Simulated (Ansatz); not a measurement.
Reaction (cleavage of the Si–Al bond): `F[CH]([SiH3])[AlH][SiH3]` + `F[SiH](F)S` → `F[SiH](F)S[SiH3]` + `F[CH]([AlH2])[SiH3]`

Gas-phase electronic energies from Ansatz, PBE0-D4/def2-TZVP geometries. CBS: MP2 limit from def2 TZ/QZ plus the TZ coupled-cluster correction, frozen cores. One conformer a species, not always the lowest.

| species | CCSD/def2-TZVPP energy (Eh) |
| --- | --- |
| `F[CH]([SiH3])[AlH][SiH3]` | -962.61653 |
| `F[SiH](F)S` | -887.61549 |
| `F[SiH](F)S[SiH3]` | -1177.88667 |
| `F[CH]([AlH2])[SiH3]` | -672.36436 |

Task: Work out ΔE.

Result: ΔE = (-1177.88667) + (-672.36436) − (-962.61653) − (-887.61549) = -0.01901 Eh = -49.9 kJ/mol. CCSD(T)/CBS gives -53.8 kJ/mol.

Largest T1 diagnostic among the species: 0.013.

The D4 term adds −3.3 kJ/mol with B3LYP and −1.3 kJ/mol with PBE0; it sums over pairs of atoms, weighted by their polarisabilities, and B3LYP, whose exchange is more repulsive, gets the larger term. From PBE to PBE0 (25 % exact exchange), in def2-TZVPP and without D4, ΔE moves by −5.2 kJ/mol.

B3LYP here is the variant with VWN-RPA as its local correlation; programs differ in this.
